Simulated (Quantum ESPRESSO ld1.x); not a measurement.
Task: The lead ion Pb47+, configuration [Ar] 3d10 4s2 4p5 (the NIST ground configuration). Calculated with ld1.x of Quantum ESPRESSO 7.5: Dirac Kohn-Sham, PBE, spin-unpolarised, spherical densities, point nucleus; open shells fill j = l - 1/2 first. Some entries of the table are withheld. Estimate them.

orbital  occ.  eigenvalue (eV)  <r> (bohr)
1s1/2       2       -90383.365     0.01605
2s1/2       2       -18115.352     0.06682
2p1/2       2       -17494.698     0.05482
2p3/2       4       -15301.027     0.06371
3s1/2       2              (1)      0.1715
3p1/2       2              (2)      0.1619
3p3/2       4              (3)      0.1772
3d3/2       4              (4)         (5)
3d5/2       6              (6)         (7)
4s1/2       2        -2864.171      0.3447
4p1/2       2        -2745.293      0.3402
4p3/2       3        -2578.997      0.3624

Result: 
(1) 3s1/2 eigenvalue (eV): -6071.299
(2) 3p1/2 eigenvalue (eV): -5798.790
(3) 3p3/2 eigenvalue (eV): -5292.451
(4) 3d3/2 eigenvalue (eV): -4857.327
(5) 3d3/2 <r> (bohr): 0.1535
(6) 3d5/2 eigenvalue (eV): -4748.348
(7) 3d5/2 <r> (bohr): 0.1581
